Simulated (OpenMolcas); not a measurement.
# Kr II: input and output

Input:

```
&GATEWAY
Coord
1

Kr 0.0 0.0 0.0
Basis=ANO-R2
Group=XYZ
NoMove
AngMom=0.0 0.0 0.0
AMFI
&SEWARD
&RASSCF
FileOrb=start.orb
Symmetry=2
Spin=2
nActEl=7 0 0
Inactive=8 6
Ras2=1 3
CIRoot=3 3 1
SDav=3
CIMx=300
Iter=120 100
PrWF=0.3
OrbListing=Nothing
MaxOrb=0
Atom
>>> COPY $Project.JobIph JOBPRE
&RASSCF
FileOrb=start.orb
Symmetry=2
Spin=2
nActEl=7 0 2
Inactive=8 6
Ras2=1 3
Ras3=5 0
CIRoot=3 3 1
SDav=318
CIMx=300
Iter=120 100
PrWF=0.3
OrbListing=Nothing
MaxOrb=0
Thrs=2.0e-7 1.0e-1 5.0e-4
Atom
>>> COPY $Project.JobIph JOB001
&RASSCF
FileOrb=start.orb
Symmetry=1
Spin=2
nActEl=7 0 2
Inactive=8 6
Ras2=1 3
Ras3=5 0
CIRoot=1 1 1
SDav=306
CIMx=300
Iter=120 100
PrWF=0.3
OrbListing=Nothing
MaxOrb=0
Thrs=2.0e-7 1.0e-1 5.0e-4
Atom
>>> COPY $Project.JobIph JOB002
&RASSI
NrOfJobIphs=2 3 1
1 2 3
1
IphNames
JOB001
JOB002
EJob
SpinOrbit
DIPRint=1.0
SOCoupling=1000.0
Subsets=2
MEES
Property=10
'ANGMOM' 1 'ANGMOM' 2 'ANGMOM' 3 'MLTPL  1' 1 'MLTPL  1' 2 'MLTPL  1' 3
'AMFI' 1 'AMFI' 2 'AMFI' 3 'MLTPL  2' 6
SOProperty=3
'ANGMOM' 1 'ANGMOM' 2 'ANGMOM' 3
```

Launched by
```bash
OMP_NUM_THREADS=1 MOLCAS_MEM=2252 MOLCAS_PROJECT=a pymolcas a.inp > a.log  # once for each step of the input, in one work folder
```

A driver script runs the steps one by one and writes start.orb anew before each from the orbitals found so far.

Output, cut to the results:

```
--- SEWARD ---
Basis set label: KR.ANO-R...6S5P4D3F1G.

      Electronic valence basis set:
      ------------------
      Associated Effective Charge  36.000000 au
      Associated Actual Charge     36.000000 au
      Nuclear Model: Finite nucleus - Gaussian distribution
        Gaussian exponent, Xi/bohr**(-2):  2.34612E+08

      Shell  nPrim  nBasis  Cartesian Spherical Contaminant
         s      21       6        X
         p      15       5        X
         d       9       4                 X
         f       6       3                 X
         g       4       1                 X
                  Relativistic X2C integrals
                  Atomic mean-field integrals
--- RASSCF ---
Wave function specifications:
      -----------------------------

      Number of closed shell electrons          28
      Number of electrons in active shells       7
      Max number of holes in RAS1 space          0
      Max nr of electrons in RAS3 space          2
      Number of inactive orbitals               14
      Number of active orbitals                  9
      Number of secondary orbitals              48
      Spin quantum number                      0.5
      State symmetry                             2
Orbital specifications:
      -----------------------

      Symmetry species                           1   2
                                                ag  au
      Frozen orbitals                            0   0
      Inactive orbitals                          8   6
      Active orbitals                            6   3
      RAS1 orbitals                              0   0
      RAS2 orbitals                              1   3
      RAS3 orbitals                              5   0
      Secondary orbitals                        21  27
      Deleted orbitals                           0   0
      Number of basis functions                 35  36
      Number of CSFs                           318
      Number of root(s) required                 3
      Iter CI   SX   CI       RASSCF       Energy    max ROT     max BLB   max BLB  Level Ln srch  Step   QN
          iter iter root      energy       change     param      element    value   shift minimum  type update
 Nr of preliminary CI iterations:   1
      Total energies have been shifted. Add                -2000.00 au
        1   1    3    0  -787.87287226    0.00E+00   2.15E-07    9  16 1 -1.18E-06   0.00   0.00    SX    NO
        2   1    2    0  -787.87287226   -3.18E-12  -3.53E-08    9  16 1 -2.10E-07   0.00   0.00    SX    NO
        3   1    2    0  -787.87287226    9.09E-13   1.07E-08    8  20 1  4.81E-08   0.00   0.00    SX    NO
        4   1    1    0  -787.87287226    4.55E-13   0.00E+00    8  20 1 -2.91E-08   0.00   0.00    SX    NO
      Convergence after  4 iterations
        5   1    1    0  -787.87287226   -2.27E-12   0.00E+00    8  20 1 -2.91E-08   0.00   0.00    SX    NO
      Natural orbitals and occupation numbers for root  1
      sym 1:   1.987605   0.012167   0.014392   0.012753   0.014392   0.012753
      sym 2:   0.998394   1.973773   1.973773
      Natural orbitals and occupation numbers for root  2
      sym 1:   1.987605   0.014392   0.012753   0.014392   0.012167   0.012753
      sym 2:   1.973773   0.998394   1.973773
      Natural orbitals and occupation numbers for root  3
      sym 1:   1.987605   0.012167   0.012753   0.012753   0.014392   0.014392
      sym 2:   1.973773   1.973773   0.998394
::    RASSCF root number  1 Total energy:  -2787.87287226
::    RASSCF root number  2 Total energy:  -2787.87287226
::    RASSCF root number  3 Total energy:  -2787.87287226
--- RASSCF ---
Wave function specifications:
      -----------------------------

      Number of closed shell electrons          28
      Number of electrons in active shells       7
      Max number of holes in RAS1 space          0
      Max nr of electrons in RAS3 space          2
      Number of inactive orbitals               14
      Number of active orbitals                  9
      Number of secondary orbitals              48
      Spin quantum number                      0.5
      State symmetry                             1
Orbital specifications:
      -----------------------

      Symmetry species                           1   2
                                                ag  au
      Frozen orbitals                            0   0
      Inactive orbitals                          8   6
      Active orbitals                            6   3
...
--- RASSI ---
SPIN-FREE ENERGIES:
  (Shifted by EMIN (a.u.) =      -2787.8728722562)

 SF State       Relative EMIN(au)   Rel lowest level(eV)    D:o, cm**(-1)      L_eff

     1             0.0000000000        0.0000000000              0.0000         1.0
     2             0.0000000000        0.0000000000              0.0000         1.0
     3             0.0000000000        0.0000000000              0.0000         1.0
     4             0.5109972668       13.9049439966         112150.9368         0.0
     Dipole printing threshold changed to   1.00000000E+00

++ Dipole transition strengths (spin-free states):
   -----------------------------------------------
     for osc. strength at least  1.00000000E+00

  ( Max oscillator strength is only    3.7400459355977363E-002 )
--
Eigenvalues of complex Hamiltonian:
   -----------------------------------
  (Shifted by EMIN (a.u.) =      -2787.8728722562)

 SO State       Relative EMIN(au)   Rel lowest level(eV)    D:o, cm**(-1)     J-value

     1            -0.0072956215        0.0000000000              0.0000         1.3
     2            -0.0072956215        0.0000000000              0.0000         1.3
     3            -0.0072956215        0.0000000000              0.0000         1.1
     4            -0.0072956215        0.0000000000              0.0000         1.0
     5             0.0145912431        0.5955719261           4803.6115         0.4
     6             0.0145912431        0.5955719261           4803.6115         0.4
     7             0.5109972668       14.1034679720         113752.1406         0.4
     8             0.5109972668       14.1034679720         113752.1406         0.4
Weights of the five most important spin-orbit-free states for each spin-orbit state.

 SO State  Total energy (au)           Spin-free states, spin, and weights
 -------------------------------------------------------------------------------------------------------
...
```

The J values that RASSI prints are effective ones from its own formula and need not be integers or half-integers; the table below assigns J from the states.

Levels above the lowest, from the spin-orbit matrix, grouped by J:

| Configuration | Term | J | E (cm-1) | Measured (cm-1) | g | Term weight % |
| --- | --- | --- | --- | --- | --- | --- |
| 4s2 4p5 | 2P* | 3/2 | 0.0 | 0.0 | 1.334 | 100 |
| 4s2 4p5 | 2P* | 1/2 | 4804 | 5370 | 0.666 | 100 |
| 4s 4p6 | 2S | 1/2 | 113752 | 109000 | 2.002 | 100 |

Against the 2 measured excited levels shown (NIST Handbook of Basic Atomic Spectroscopic Data) the mean absolute deviation is 2700 cm-1; the largest miss in energy is 4s 4p6 2S 1/2: computed 113752, measured 109000 cm-1 (+4.4 %), and the largest in proportion 4s2 4p5 2P* 1/2 (-10.5 %).

Without dynamic correlation excited terms often stand tens of per cent too high (terms of higher spin than the ground term too low), and those without a measured partner can miss by more than the paired ones. Active for correlation alone: 4d; no level in the range computed is led by a configuration that fills it, so any true level of that kind is missing. Some terms mix strongly with configurations of 4d, whose occupation reaches 0.30 (4s 4p6 2S). Measured partners are found by configuration, term and J. A level has none where our copy of the source lacks it or the pairing is in doubt (some pairs that miss far off the trend of their configuration count as doubtful), and it then counts in no deviation. Only configurations of the active space appear. The first state left out of the spin-orbit step lies near 170000 cm-1 above the lowest spin-free state of the reference (among the parities and spins computed), and the list stops at four fifths of that energy or lower.

The RASSCF and RASSI steps took 23 s on 1 thread of AMD EPYC 7R13 Processor (Zen 3), with other jobs on the host; the integral step is not counted.

The term weight is that of the spin-free term in the level, not the purity of its configuration. * marks odd parity.
